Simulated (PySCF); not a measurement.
Stibine, SMILES [SbH3] (H3Sb) at its CAM-B3LYP/def2-SVP optimised geometry (Å):

```
4

Sb    -0.8312    -0.8553     0.0000
H     -0.8800    -0.9054     1.7098
H      0.8800    -0.8553     0.0000
H     -0.8800     0.8553     0.0000
```

Method: CAM-B3LYP/def2-TZVP, def2 effective core potentials past Kr run with PySCF. The core electrons that the potentials of Sb replace are not part of the density. Cells within 0.4 Å of a nucleus heavier than hydrogen are left out (blank, or x).

Map of the Laplacian of the electron density (e/bohr⁵), clipped to [-1.50, 1.50] on the plane z = 0.0 Å:

```
|5555555555555555555555555555555|
|5555555555555555555555555555555|
|5555555555555555555555555555555|
|5555555555555555555555555555555|
|5555555555555555555555555555555|
|5555555555555555555555555555555|
|5555555555555555555555555555555|
|5555555555555555555555555555555|
|5555555555555555555555555555555|
|5555555555545555555555555555555|
|5555555554004555555555555555555|
|5555555554003455555555555555555|
|5555555554214455555555555555555|
|5555555554444555555555555555555|
|5555555555555555555555555555555|
|5555555556898655555555555555555|
|5555555689999975555555555555555|
|5555555799909996544455555555555|
|5555556990xxx998544235555555555|
|555555699xxxx099542004555555555|
|555555699xxxx099543004555555555|
|5555555999xx0997544445555555555|
|5555555699999996555555555555555|
|5555555569999865555555555555555|
|5555555555666555555555555555555|
|5555555555555555555555555555555|
|5555555555555555555555555555555|
|5555555555555555555555555555555|
|5555555555555555555555555555555|
|5555555555555555555555555555555|
|5555555555555555555555555555555|
```
Scale: ten equal steps from -1.50 (start of '0') to 1.50 (end of '9'), in the order '0123456789'; x runs from -3.00 to 3.00, y from -3.00 (bottom) to 3.00 (top).
